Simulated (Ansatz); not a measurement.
Calculated with Ansatz (gas phase, PBE0-D4/def2-TZVP geometries, no zero-point term in ΔE). CCSD(T)/CBS adds triple-zeta CCSD(T) − MP2 to the extrapolated MP2 energy (def2 sets, frozen cores). DFT in def2-TZVPP. B3LYP here is the variant with VWN-RPA as its local correlation; programs differ in this. One conformer a species, not always the lowest.

Reaction (isomerisation): `C#CS[SiH3]` → `SC1=C[SiH2]1`

(1) Is it downhill or uphill in electronic energy at CCSD(T)/CBS, and by how much? (An estimate is asked.)

(2) What do these levels give: LDA (SPW92), PBE0-D4, B3LYP-D4, B3LYP, HF/def2-SVP, MP2/def2-SVP? (An estimate is asked.)

Largest T1 diagnostic among the species: 0.014.

Answers

(1) Ansatz gave: Uphill: ΔE = +34.4 kJ/mol.

(2) Computed: LDA (SPW92) -3.8, PBE0-D4 12.3, B3LYP-D4 33.3, B3LYP 33.9, HF/def2-SVP 47.2, MP2/def2-SVP 31.6 kJ/mol.

In def2-TZVPP, CCSD(T) changes the Hartree–Fock value by −17.5 kJ/mol (the triples alone add −1.7 kJ/mol) and MP2 by −14.7 kJ/mol. At CCSD(T), def2-SVP lies −4.3 kJ/mol from the extrapolated value and def2-TZVPP +0.3 kJ/mol.
